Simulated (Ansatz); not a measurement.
A made-up structure of InHClO (charge -1), closed shell:

O1  (-1.593, -0.685, 0.320)
In2  (-0.232, 0.139, -0.134)
Cl3  (1.412, -0.968, 0.908)
H4  (0.413, 1.514, -1.095)
(Å)

It is relaxed with PBE-D4/def2-SVPD and then PBE0-D4/def2-TZVPD (Ansatz 0.2.0). Atoms count as bonded within 1.22 times the sum of their covalent radii (H–H: 0.88 Å). The end point is not checked to be a true minimum.

Problem. Does its bonding change? (Judge from chemistry; the calculation decides.)

Solution. Computed: No: no bond forms or breaks.

Where it ends: The first stage lowers the energy by 2.19 eV in 4 steps. It ends as InHClO ([O][InH][Cl]), total charge -1:
O1  (-1.958, -0.644, 0.244)
In2  (-0.288, 0.127, -0.132)
Cl3  (1.756, -0.887, 0.890)
H4  (0.490, 1.404, -1.002)
(Å)

Labels in which every atom is bracketed show which atoms are joined, not bond orders.

For scale, one of the runs: PBE0-D4/def2-TZVPD relaxation, 151 basis functions, launched by `ansatz run in.yaml --threads 2 --pin off --events-out ev --progress --plain --max-ram 4352MiB`. The run took about 17 s on 2 CPU threads of an Arm Neoverse V1 (shared host).
